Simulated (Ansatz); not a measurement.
`ClB(Cl)[SeH]` and `[Cl][In]([Cl])[SeH]` differ in one element.

Ansatz, PBE0-D4/def2-TZVP geometries, multiplicity 1. Each molecule was computed in one conformer, which needn't be the lowest.

Elements past krypton have def2 core potentials. Scalar relativity is left out up to krypton.

```
                                          property  `ClB(Cl)[SeH]`
             HOMO–LUMO gap (B3LYP/def2-TZVPP) / eV            5.98
  size of the dipole moment (B3LYP/def2-TZVPP) / D            1.02
                 LUMO energy (PBE/def2-TZVPP) / eV           -2.31
                 HOMO energy (PBE/def2-TZVPP) / eV           -6.69
           HOMO–LUMO gap (ωB97M-V/def2-TZVPP) / eV           10.55
size of the dipole moment (ωB97M-V/def2-TZVPP) / D            0.97
```

Task: Give the same properties after the change, and the shifts. (Best estimate.)

Result: Ansatz gave: 
| property | `[Cl][In]([Cl])[SeH]` | shift |
| --- | --- | --- |
| HOMO–LUMO gap (B3LYP/def2-TZVPP) / eV | 4.88 | -1.10 |
| size of the dipole moment (B3LYP/def2-TZVPP) / D | 2.07 | 1.05 |
| LUMO energy (PBE/def2-TZVPP) / eV | -3.34 | -1.03 |
| HOMO energy (PBE/def2-TZVPP) / eV | -6.77 | -0.08 |
| HOMO–LUMO gap (ωB97M-V/def2-TZVPP) / eV | 9.45 | -1.10 |
| size of the dipole moment (ωB97M-V/def2-TZVPP) / D | 1.97 | 1.00 |

With PBE0 the HOMO falls by 0.10 eV and the LUMO falls by 1.07 eV, so the gap narrows by about 0.97 eV. PBE moves the HOMO by -0.08 eV and ωB97M-V by -0.13 eV. Dipoles are sizes alone; their direction can turn.

B3LYP here is the variant with VWN-RPA as its local correlation; programs differ in this.

Spin–orbit coupling is left out; it splits and shifts lone-pair levels of the heavy atoms by tenths of an eV.
